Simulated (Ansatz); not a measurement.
Reaction (formal hydrolysis of the As–C bond): `CC[AsH]N` + H₂O → `N[AsH]O` + ethane

Isolated molecules relaxed with PBE0-D4/def2-TZVP in Ansatz; ΔE leaves out vibrations. CBS: MP2 limit from def2 TZ/QZ plus the TZ coupled-cluster correction, frozen cores. This one scheme is used for every species. Functionals use def2-TZVPP. For As outer-core shells are correlated without core-valence functions, which leaves a few kJ/mol of doubt a bond. Scalar relativity is left out up to krypton. One conformer a species, not always the lowest.

`CC[AsH]N`:

Cartesian coordinates in Å:
```
C 0.897 -0.498 1.561
C 0.336 0.417 0.487
As 0.102 -0.522 -1.226
N -0.961 0.759 -2.043
H 1.066 0.045 2.494
H 0.213 -1.323 1.780
H 1.852 -0.935 1.259
H -0.624 0.843 0.786
H 1.013 1.250 0.283
H -0.976 -1.471 -0.674
H -1.023 0.602 -3.040
H -1.895 0.835 -1.666
```

H₂O:

Z-matrix (Å, degrees):
```
O
H 1 0.960
H 1 0.960 2 105.1
```

`N[AsH]O`:

Cartesian coordinates in Å:
```
N -1.129 -0.141 -0.586
As -0.149 0.112 0.935
O 1.567 -0.005 0.369
H -1.305 -1.113 -0.796
H -0.794 0.338 -1.411
H -0.143 1.627 0.780
H 1.951 -0.818 0.708
```

`CC`:

Cartesian coordinates in Å:
```
C 0.689 -0.236 -0.214
C -0.689 0.236 0.214
H 0.634 -0.886 -1.091
H 1.338 0.605 -0.469
H 1.182 -0.800 0.582
H -0.634 0.886 1.091
H -1.338 -0.605 0.469
H -1.182 0.800 -0.582
```

(1) Is it downhill or uphill in electronic energy at CCSD(T)/CBS, and by how much? (Estimate.)

(2) What do these levels give: PBE0-D4, PBE0, MP2/def2-TZVPP, SCS-MP2/def2-TZVPP, SCS-MP2/def2-QZVPP, CCSD/CBS(def2)? (Estimate.)

Largest T1 diagnostic among the species: 0.012.

## Answers

(1) Ansatz gave: Downhill: ΔE = -25.5 kJ/mol.

(2) Ansatz gave: PBE0-D4 -30.4, PBE0 -35.0, MP2/def2-TZVPP -25.4, SCS-MP2/def2-TZVPP -31.9, SCS-MP2/def2-QZVPP -31.0, CCSD/CBS(def2) -26.2 kJ/mol.

From PBE to PBE0 (25 % exact exchange), in def2-TZVPP and without D4, ΔE moves by +6.0 kJ/mol. The D4 term adds +8.3 kJ/mol with B3LYP and +4.6 kJ/mol with PBE0; it sums over pairs of atoms, weighted by their polarisabilities, and B3LYP, whose exchange is more repulsive, gets the larger term. In def2-TZVPP, CCSD(T) changes the Hartree–Fock value by +16.4 kJ/mol (the triples alone add +0.7 kJ/mol) and MP2 by +18.9 kJ/mol.

B3LYP here is the variant with VWN-RPA as its local correlation; programs differ in this.
